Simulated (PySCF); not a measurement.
Compound: C₉H₅FO₂.
Bonds: O1–C2 (double), C2–F3, C2–C4, C4–C5 (aromatic), C5–C6 (aromatic), C6–C7 (aromatic), C7–C8 (aromatic), C8–C9 (aromatic), C9–C10 (aromatic), C10–C11 (aromatic), C11–O12 (aromatic), C4–O12 (aromatic), C6–C11 (aromatic). Hydrogens: H13 on C5; H14 on C7; H15 on C8; H16 on C9; H17 on C10.

Computed by this run: PBE0-D3(BJ)/def2-SVP geometry optimisation, gas phase (PySCF); density fitting, grid level 1; the optimiser is geomeTRIC in internal coordinates, started from a GFN2-xTB structure with every atom displaced at random (about 0.01 Å).

Step 0: E = -16195.8298 eV
```
atom  x, y, z in Å  |  force x, y, z in eV/Å
O1      3.7868   -1.5048   -1.2559   -1.176   1.106   0.906
C2      3.2866   -0.6739   -0.5418    3.030  -1.064  -0.789
F3      4.0952    0.1378    0.1966   -0.326  -0.225  -0.220
C4      1.9419   -0.3389   -0.2744   -2.973   0.317   0.268
C5      1.3743    0.6000    0.5586    0.508  -0.150  -0.221
C6     -0.0344    0.5003    0.4402    0.629  -0.711  -0.440
C7     -1.1183    1.1480    1.0091   -0.023   0.524   0.347
C8     -2.3705    0.7555    0.6210   -1.000   0.302   0.536
C9     -2.5770   -0.2751   -0.2832    0.298  -0.452  -0.615
C10    -1.5151   -0.9463   -0.8675    0.119  -0.037  -0.046
C11    -0.2477   -0.5470   -0.4853    0.932   0.242   0.109
O12     0.9434   -1.0405   -0.9113   -0.066  -0.016  -0.021
H13     1.9006    1.2957    1.1788    0.469   0.380   0.364
H14    -0.9975    1.9475    1.7313    0.143   0.205   0.174
H15    -3.2567    1.2272    1.0477    0.036   0.164   0.076
H16    -3.5820   -0.5468   -0.5667   -0.463  -0.129  -0.077
H17    -1.6478   -1.7270   -1.5951   -0.138  -0.459  -0.351
```

Step 1: E = -16195.9508 eV
```
atom  x, y, z in Å  |  force x, y, z in eV/Å
O1      3.5288   -1.5522   -1.3363    0.648  -0.104  -0.049
C2      3.2964   -0.6931   -0.5562   -1.178  -0.143  -0.222
F3      4.2211   -0.0070    0.0897    0.371   0.226   0.223
C4      1.9277   -0.2761   -0.2125    0.401  -0.153  -0.076
C5      1.3932    0.6640    0.6200   -0.041   0.045  -0.027
C6     -0.0261    0.5371    0.4761   -0.092  -0.009   0.090
C7     -1.1562    1.1691    1.0225    0.019   0.054  -0.018
C8     -2.4071    0.7417    0.6107   -0.046  -0.119   0.058
C9     -2.5573   -0.3095   -0.3161   -0.078   0.069  -0.073
C10    -1.4617   -0.9524   -0.8711    0.075   0.021  -0.010
C11    -0.2115   -0.5068   -0.4511   -0.136  -0.008  -0.075
O12     0.9722   -0.9881   -0.8641   -0.009   0.067   0.067
H13     1.9393    1.3638    1.2452    0.078   0.006   0.030
H14    -1.0550    1.9786    1.7470    0.034   0.024   0.019
H15    -3.3028    1.2088    1.0215   -0.029   0.063   0.018
H16    -3.5622   -0.6123   -0.6185   -0.010  -0.014   0.022
H17    -1.5569   -1.7537   -1.6047   -0.008  -0.024   0.024
```

**Question.** Estimate the geometry and energy of step 2. (The exact step hangs on the optimiser's Hessian estimate; all steps are aligned on step 1, rigid shifts and turns removed.)

**Answer.** E = -16195.9604 eV, largest force 0.999 eV/Å
```
atom  x, y, z in Å  |  force x, y, z in eV/Å
O1      3.7350   -1.5010   -1.2657   -0.623  -0.272  -0.299
C2      3.3056   -0.6709   -0.5357    0.383  -0.528  -0.395
F3      4.1807    0.0586    0.1499   -0.296   0.725   0.621
C4      1.9072   -0.3207   -0.2566    0.569   0.018   0.015
C5      1.3908    0.6278    0.5784   -0.173   0.007   0.003
C6     -0.0320    0.5128    0.4513    0.030   0.007   0.007
C7     -1.1446    1.1604    1.0156    0.005   0.024   0.011
C8     -2.4108    0.7500    0.6300    0.027  -0.059  -0.040
C9     -2.5854   -0.2902   -0.3063    0.026   0.035   0.027
C10    -1.5023   -0.9456   -0.8774    0.055  -0.079  -0.074
C11    -0.2351   -0.5265   -0.4807   -0.188   0.092   0.091
O12     0.9430   -1.0260   -0.9039    0.124   0.085   0.061
H13     1.9576    1.3173    1.1996    0.031  -0.028  -0.011
H14    -1.0145    1.9678    1.7392    0.021  -0.008   0.001
H15    -3.2921    1.2342    1.0566    0.014   0.006  -0.008
H16    -3.5983   -0.5854   -0.5894    0.013  -0.014  -0.004
H17    -1.6232   -1.7508   -1.6028   -0.018  -0.011  -0.005
```

The energy changes by -0.0096 eV. The first-order estimate −F·Δx gives -0.1242 eV and the mean of the old and new forces, exact on a quadratic surface, -0.0092 eV. The step makes an angle of 75° with the force vector and moves no atom by more than 0.224 Å.

The cost below is that of the whole optimisation. On Arm Neoverse V1, one thread, no GPU, shared host with 32 logical CPUs at a one-minute load of 23, this took 3.4 min and 0.85 GiB of memory at its peak.
